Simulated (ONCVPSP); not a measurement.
What the settings do to the ONCV potential of Ge

Base potential:

germanium, optimised norm-conserving Vanderbilt (ONCV), made with ONCVPSP 4.0.1 (PBE, scalar-relativistic). Core [Ar] 3d10, reference 4s2 4p2. Waves: 4s: rc 1.45 bohr, ncon 4, nbas 8, qcut 3.6 1/bohr, 2 projectors, debl 0.5 Ha; 4p: rc 2.35 bohr, ncon 4, nbas 8, qcut 2.9 1/bohr, 2 projectors, debl 2.3 Ha; d scattering state at 0.21 Ha: rc 1.75 bohr, ncon 4, nbas 7, qcut 5.3 1/bohr, 2 projectors, debl 3.9 Ha. Local part: polynomial inside 1.35 bohr (lpopt 5, dvloc0 0 Ha). Core correction: Teter function, fcfact 4, rcfact 1.7.

All-electron outer shells of the reference configuration (PBE, scalar-relativistic, ld1.x):

| shell | level (eV) | outermost node (bohr) | outermost maximum (bohr) |
| --- | --- | --- | --- |
| 3p | -115.62 | 0.23 | 0.54 |
| 3d | -29.31 | – | 0.50 |
| 4s | -11.73 | 0.77 | 1.75 |
| 4p | -3.90 | 0.82 | 2.22 |

Cutoffs, loose and tight: the cutoffs (Ha) at which the residual kinetic energy of the hardest occupied pseudo-wave falls to 1 and 0.1 mHa per electron. They do not see the model core or the augmentation charge, which bear on the density cutoff. Test errors are all-electron minus pseudo excitation energies from the reference, over the configurations 4s2 4p1; 4s2 4p0; 4s1 4p0; 4s1 4p2. A dash means not determined; rows that change the core or the reference have their own tests.

For the base: The cutoffs count occupied waves only; projector 2 of the d channel, the hardest unoccupied one, needs 80 Ha at the loose tolerance.

```json
{"change": "base", "outcome": "generated", "cutoff, loose": "14 Ha", "cutoff, tight": "34 Ha", "bound ghosts": "none", "GHOST(+) flags above zero": "s", "largest test error (meV)": "-963"}
{"change": "p: rc 1.58", "outcome": "generated", "cutoff, loose": "14 Ha", "cutoff, tight": "34 Ha", "bound ghosts": "none", "GHOST(+) flags above zero": "s, p", "largest test error (meV)": "-928"}
{"change": "p: rc 2.24", "outcome": "generated", "cutoff, loose": "14 Ha", "cutoff, tight": "34 Ha", "bound ghosts": "none", "GHOST(+) flags above zero": "s", "largest test error (meV)": "-955"}
{"change": "p: rc 2.4", "outcome": "generated", "cutoff, loose": "14 Ha", "cutoff, tight": "34 Ha", "bound ghosts": "none", "GHOST(+) flags above zero": "s", "largest test error (meV)": "-969"}
{"change": "p: rc 2.68", "outcome": "generated", "cutoff, loose": "14 Ha", "cutoff, tight": "34 Ha", "bound ghosts": "none", "GHOST(+) flags above zero": "s", "largest test error (meV)": "-990"}
{"change": "p: rc 2.8", "outcome": "generated", "cutoff, loose": "14 Ha", "cutoff, tight": "34 Ha", "bound ghosts": "none", "GHOST(+) flags above zero": "s", "largest test error (meV)": "-999"}
{"change": "p: rc 3.02", "outcome": "generated", "cutoff, loose": "14 Ha", "cutoff, tight": "34 Ha", "bound ghosts": "none", "GHOST(+) flags above zero": "s", "largest test error (meV)": "-1007"}
{"change": "p: rc 3.18", "outcome": "generated", "cutoff, loose": "14 Ha", "cutoff, tight": "34 Ha", "bound ghosts": "none", "GHOST(+) flags above zero": "s", "largest test error (meV)": "-1007"}
{"change": "p: rc 3.38", "outcome": "generated", "cutoff, loose": "14 Ha", "cutoff, tight": "34 Ha", "bound ghosts": "none", "GHOST(+) flags above zero": "s", "largest test error (meV)": "-1001"}
```

Q: What comes out with this change to the base: p: rc 1.78?

A: outcome: generated; cutoff, loose: 14 Ha; cutoff, tight: 45 Ha; bound ghosts: none; GHOST(+) flags above zero: s; largest test error (meV): -931.

Q: What comes out with this change to the base: p: rc 2.04?

A: outcome: generated; cutoff, loose: 14 Ha; cutoff, tight: 38 Ha; bound ghosts: none; GHOST(+) flags above zero: s; largest test error (meV): -942.

Reading the sweep of the p radius (base included, trends over the rows without a ghost): The loose cutoff stays near 14 Ha. The median size of the test errors (rows with all tests solved) stays near 188.7 meV.
